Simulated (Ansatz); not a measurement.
Reaction: BNH3Br (SMILES NBBr) → BNH2Br (SMILES N[B]Br, doublet) + H (doublet) (the B-H bond breaks)
Each species at its own B3LYP-D3(BJ)/def2-TZVP minimum (Ansatz, a first-principles code), one conformer.

Property: bond dissociation energy (electronic), in kJ/mol. UHF or UKS for unpaired electrons; spin-orbit terms are left out. Correlated methods leave the cores frozen (noble-gas shells, and filled d and f shells in the p block). No relativity. CBS(X,Y): correlation extrapolated as X^-3, Hartree-Fock from the larger set. A bracket is a step between two methods taken in the basis named. For partners of very few electrons the exact lower level stands in for a higher one. Spin-orbit terms, left out, reach several kcal/mol for Br and I, and more for heavier atoms.

CCSD(T)/CBS(cc-pVTZ,cc-pVQZ) + [CCSDT(Q) - CCSD(T)]/cc-pVDZ (Ansatz) gives 466.8 kJ/mol.

Problem. What does PBE/def2-TZVPD (Ansatz) give here, and how do the other levels compare?

Solution. PBE gives 442.3 kJ/mol, 24.5 kJ/mol below it. Differences of the others: B3LYP/def2-TZVPD (Ansatz) -7.6; PBE0/def2-TZVPD (Ansatz) -20.4; CCSD(T)/CBS(cc-pVTZ,cc-pVQZ) (Ansatz) 0.4 kJ/mol.
